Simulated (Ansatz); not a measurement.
Species: AlO, charge 0, doublet. AlO (SMILES [O]=[Al], doublet).
B3LYP-D3(BJ)/def2-TZVP minimum from Ansatz (a quantum-chemistry and plane-wave program):
```xyz
2

Al     0.0000     0.0000    -0.6200
O      0.0000     0.0000     1.0074
```
Charge 0, spin multiplicity 2.

Total energies in cc-pV(Q+d)Z, 9 correlated electrons, 6 frozen orbitals. Open shells are spin-unrestricted; no spin-orbit coupling. Correlated methods leave the cores frozen. No relativity. The UHF reference of AlO ([O]=[Al], doublet) is spin-contaminated (<S^2> up to 0.06 over the pure value in the sets run). The determinant of AlO ([O]=[Al], doublet) is a saddle point of the SCF energy; a lower one exists, which strains HF and MP2.

| method | program | energy (Eh) | minus CCSDT(Q) (mEh) |
|---|---|---|---|
| HF | Ansatz | -316.78751 | 332.75 |
| MP2 | Ansatz | -317.07131 | 48.95 |
| CCSD | Ansatz | -317.09927 | 20.99 |
| CCSD(T) | Ansatz | -317.11467 | 5.59 |
| CCSDT(Q) | Ansatz | -317.12026 | 0.00 |

Rough core times of Ansatz's runs on a shared machine: CCSD(T) 4 min, CCSDT(Q) 30 min.
